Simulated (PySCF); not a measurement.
## input.py for SBr

The script input.py:

```python
from pyscf import gto, scf

mol = gto.M(
    atom='S 0 0 0; Br 0 0 2.1',
    basis='6-31g',
    charge=0,
    spin=1,
    verbose=4,
)
mf = scf.UHF(mol)
mf.kernel()
mf.analyze()
print('orbital energies (hartree):', [e[max(0, n-3):n+3].round(4) for e, n in zip(mf.mo_energy, mol.nelec)])
```

```bash
$ OMP_NUM_THREADS=1 python input.py
```

It prints (some set-up lines and the per-cycle HOMO/LUMO lines with their warnings removed):

```
PySCF version 2.14.0

[INPUT] Symbol           X                Y                Z      unit          X                Y                Z       unit  Magmom
[INPUT]  1 S      0.000000000000   0.000000000000   0.000000000000 AA    0.000000000000   0.000000000000   0.000000000000 Bohr   0.0
[INPUT]  2 Br     0.000000000000   0.000000000000   2.100000000000 AA    0.000000000000   0.000000000000   3.968424861587 Bohr   0.0

nuclear repulsion = 141.113922912
number of shells = 18
number of NR pGTOs = 136
number of NR cGTOs = 40
basis = 6-31g
ecp = {}

******** <class 'pyscf.scf.uhf.UHF'> ********
method = UHF
initial guess = minao
damping factor = 0
level_shift factor = 0
DIIS = <class 'pyscf.scf.diis.CDIIS'>
SCF conv_tol = 1e-09
SCF max_cycles = 50
number electrons alpha = 26  beta = 25
init E= -2968.48888504689

cycle= 1 E= -2969.46795079217  delta_E= -0.979  |g|= 0.144  |ddm|= 1.33
cycle= 2 E= -2969.4852144726  delta_E= -0.0173  |g|= 0.0359  |ddm|= 0.279
cycle= 3 E= -2969.48793282914  delta_E= -0.00272  |g|= 0.0194  |ddm|= 0.094
cycle= 4 E= -2969.48954739997  delta_E= -0.00161  |g|= 0.0106  |ddm|= 0.0802
cycle= 5 E= -2969.49001454243  delta_E= -0.000467  |g|= 0.00564  |ddm|= 0.0489
cycle= 6 E= -2969.49013281015  delta_E= -0.000118  |g|= 0.00213  |ddm|= 0.0297
cycle= 7 E= -2969.49015078923  delta_E= -1.8e-05  |g|= 0.00128  |ddm|= 0.0115
cycle= 8 E= -2969.4901600961  delta_E= -9.31e-06  |g|= 0.000723  |ddm|= 0.0102
cycle= 9 E= -2969.49016324347  delta_E= -3.15e-06  |g|= 0.000289  |ddm|= 0.00694
cycle= 10 E= -2969.4901637127  delta_E= -4.69e-07  |g|= 6.79e-05  |ddm|= 0.00338
cycle= 11 E= -2969.49016372572  delta_E= -1.3e-08  |g|= 1.67e-05  |ddm|= 0.000474
cycle= 12 E= -2969.49016372624  delta_E= -5.27e-10  |g|= 2.53e-06  |ddm|= 8.16e-05
Extra cycle  E= -2969.49016372625  delta_E= -9.55e-12  |g|= 1.2e-06  |ddm|= 6.52e-06
converged SCF energy = -2969.49016372625  <S^2> = 0.75683293  2S+1 = 2.0068213
**** SCF Summaries ****
Total Energy =                       -2969.490163726253741
Nuclear Repulsion Energy =             141.113922911999992
One-electron Energy =                -4412.547243035333850
Two-electron Energy =                 1301.943156397080429
Two-electron Coulomb Energy =         1416.683950512051297
DFT Exchange-Correlation Energy =     -114.740794114970868
**** MO energy ****
                             alpha | beta                alpha | beta
[15 lines left out]
MO #16  energy= -3.19468993875485  | -3.19418592052568  occ= 1 | 1
MO #17  energy= -3.1923071495454   | -3.1928095341945   occ= 1 | 1
MO #18  energy= -3.18130053842422  | -3.18023557994655  occ= 1 | 1
MO #19  energy= -3.1811900038181   | -3.18019761884696  occ= 1 | 1
MO #20  energy= -1.13736575027257  | -1.10543143300248  occ= 1 | 1
MO #21  energy= -0.912664028602798 | -0.837048332772121 occ= 1 | 1
MO #22  energy= -0.546602496178777 | -0.504025989128711 occ= 1 | 1
MO #23  energy= -0.521743089222743 | -0.503056704813685 occ= 1 | 1
MO #24  energy= -0.515008917729187 | -0.462901509184496 occ= 1 | 1
MO #25  energy= -0.418751554115143 | -0.367573919254635 occ= 1 | 1
MO #26  energy= -0.388249553287753 | -0.0223995676907194 occ= 1 | 0
MO #27  energy= 0.0462082033973763 | 0.0653384676969928 occ= 0 | 0
MO #28  energy= 0.379846286221875  | 0.38568219643853   occ= 0 | 0
MO #29  energy= 0.453543777030569  | 0.466442199840867  occ= 0 | 0
[11 lines left out]

To work with the spin densities directly, `use mulliken_meta_spin()` only printing them here.

 ** Mulliken spin pop alpha/beta on meta-lowdin orthogonal AOs **
 ** Mulliken Spin Density (per AO)  **
 ** Mulliken Spin Density (per atom)  **
spin density of  0 S =      0.97893
spin density of  1 Br =      0.02107
 ** Mulliken pop alpha/beta on meta-lowdin orthogonal AOs **
 ** Mulliken pop       alpha | beta **
pop of  0 S 1s        1.00000 | 1.00000
pop of  0 S 2s        0.99999 | 0.99999
pop of  0 S 3s        0.96286 | 0.95753
pop of  0 S 4s        0.00184 | 0.00222
pop of  0 S 2px       1.00000 | 0.99999
pop of  0 S 2py       1.00000 | 0.99996
pop of  0 S 2pz       0.99997 | 0.99997
pop of  0 S 3px       0.99902 | 0.83904
pop of  0 S 3py       0.99856 | 0.24598
pop of  0 S 3pz       0.51180 | 0.45199
pop of  0 S 4px       0.00071 | 0.00063
pop of  0 S 4py       0.00103 | 0.00015
[28 lines left out]
In total            26.00000 | 25.00000
 ** Mulliken atomic charges   ( Nelec_alpha | Nelec_beta ) **
charge of  0S =      0.02069  (     8.47912      7.50019 )
charge of  1Br =     -0.02069  (    17.52088     17.49981 )
Dipole moment(X, Y, Z, Debye): -0.00000, -0.00000, -0.19460
orbital energies (hartree): [array([-0.515 , -0.4188, -0.3882,  0.0462,  0.3798,  0.4535]), array([-0.5031, -0.4629, -0.3676, -0.0224,  0.0653,  0.3857])]
```

In short: E(SCF) = -2969.490164 Eh, 12 cycles, ⟨S²⟩ = 0.757, μz(SCF) = -0.19 D.

Hardware: Arm Neoverse N1, 1 thread, shared host. Wall time 2.1 s.

The bond length is a typed value, not an optimised one. No search for the lowest solution was made.
